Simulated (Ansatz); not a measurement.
The same group exchange along the group O, S, Te.

Isolated molecules relaxed with PBE0-D4/def2-TZVP in Ansatz; ΔE leaves out vibrations. CCSD(T)/CBS adds triple-zeta CCSD(T) − MP2 to the extrapolated MP2 energy (def2 sets, frozen cores). This one scheme is used for every species. DFT in def2-TZVPP. def2 core potentials past Kr. For Te outer-core shells are correlated without core-valence functions, which leaves a few kJ/mol of doubt a bond. One conformer a species, not always the lowest.

| reaction | CCSD(T)/CBS(def2) (kcal/mol) |
| --- | --- |
| `[CH3][AlH][OH]` + `C=CCF` → `OCF` + `C=[CH][AlH][CH3]` | 38.7 |
| `[CH3][AlH][SH]` + `C=CCF` → `FCS` + `C=[CH][AlH][CH3]` | ? |
| `[CH3][AlH][TeH]` + `C=CCF` → `FC[TeH]` + `C=[CH][AlH][CH3]` | 33.4 |

Problem. Fill in the missing values. (An estimate is asked.)

Solution. Ansatz gave: `[CH3][AlH][SH]` + `C=CCF` → `FCS` + `C=[CH][AlH][CH3]`: +33.2 kcal/mol.

Largest T1 diagnostic: 0.011, for `[CH3][AlH][OH]`.
